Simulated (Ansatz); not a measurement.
Geometry optimisation, UKS BLYP-D4/def2-SVP (Ansatz).

Input file:

```yaml
crystal:
  periodic: [false, false, false]
  atoms:
    - { symbol: Li, position_ang: [-0.09836, 0.68961, -2.02448] }
    - { symbol: C, position_ang: [0.12335, 1.36582, -0.22318] }
    - { symbol: C, position_ang: [-0.03254, -0.05721, 0.08482] }
    - { symbol: B, position_ang: [1.17615, -0.8494, 0.63263] }
    - { symbol: C, position_ang: [-1.21715, -0.69675, -0.117] }
    - { symbol: H, position_ang: [0.98999, 1.80386, 0.26059] }
    - { symbol: H, position_ang: [-0.77023, 1.94107, 0.03761] }
    - { symbol: H, position_ang: [2.26803, -0.45156, 0.46365] }
    - { symbol: H, position_ang: [1.01435, -1.84853, 1.2233] }
    - { symbol: H, position_ang: [-1.35836, -1.73148, 0.14433] }
    - { symbol: H, position_ang: [-2.09522, -0.16543, -0.48226] }
magnetization:
  spin_polarized: true
basis:
  gaussian: { orbitals: def2-SVP }
hamiltonian:
  xc: blyp
  dispersion: d4
relax:
  f_tol: 0.02
  max_steps: 50
output:
  orbitals: {}
```

Launched with:

```bash
$ ansatz run input.yaml --threads 2 --pin off --max-ram 3072MiB --backend cpu --events-out ev --progress --plain --runs-dir out
```

Where does it end, and by what steps?

The forces met the threshold. The force dipped under the threshold on the way, but the program's further checks kept it going. After 17 steps the energy has fallen by 0.443 eV; Li1 moved furthest, 0.51 Å. Joined: Li1–C5.

```
step  energy less start (eV)  largest force component (eV/Å)  accepted
   0                  0.0000                           0.972       yes
   1                 -0.2400                           0.799       yes
   2                 -0.3578                           0.529       yes
   3                 -0.4021                           0.339       yes
   4                 -0.4257                           0.143       yes
   5                 -0.4330                           0.069       yes
   6                 -0.4349                           0.061       yes
   7                 -0.4350                           0.363       yes
   8                 -0.4385                           0.119       yes
   9                 -0.4408                           0.055       yes
  10                 -0.4386                           0.259        no
  11                 -0.4394                           0.158        no
  12                 -0.4413                           0.012       yes
  13                 -0.4423                           0.049       yes
  14                 -0.4426                           0.067       yes
  15                 -0.4422                           0.123        no
  16                 -0.4430                           0.038       yes
  17                 -0.4431                           0.020       yes
```

```xyz
11
Properties=species:S:1:pos:R:3
Li -0.460 0.403 -1.803
C 0.191 1.394 -0.111
C -0.020 0.004 0.140
B 1.188 -0.833 0.663
C -1.211 -0.693 -0.223
H 1.138 1.873 0.174
H -0.673 2.083 -0.226
H 2.257 -0.299 0.895
H 1.074 -2.027 0.861
H -1.316 -1.765 -0.010
H -2.167 -0.140 -0.359
```

Whether the end is a true minimum wasn't checked by a vibrational analysis.

The run took 67 s on 2 threads of Arm Neoverse V1 (shared host), peak memory 0.17 GiB.
